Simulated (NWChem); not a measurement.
Two isomers of C$_{4}$H$_{4}$OS, each optimised at PBE0/def2-SVP with NWChem. Flexible species stand in one conformer each, which need not be the lowest. 

A: C1=CSC=CO1
B: C#CCSC=O

Question: Which is lower in energy, by how much, and how do their other properties compare?

Answer: A is lower by 19.2 kcal/mol in electronic energy; with zero-point energies, B − A = 16.6 kcal/mol.
```csv
,A,B
highest occupied level (eV),-5.38,-7.61
orbital gap (eV),4.95,6.82
dipole (D),0.86,3.34
highest harmonic frequency (cm⁻¹),3255,3488
zero-point energy (kcal/mol),44.8,42.3
```
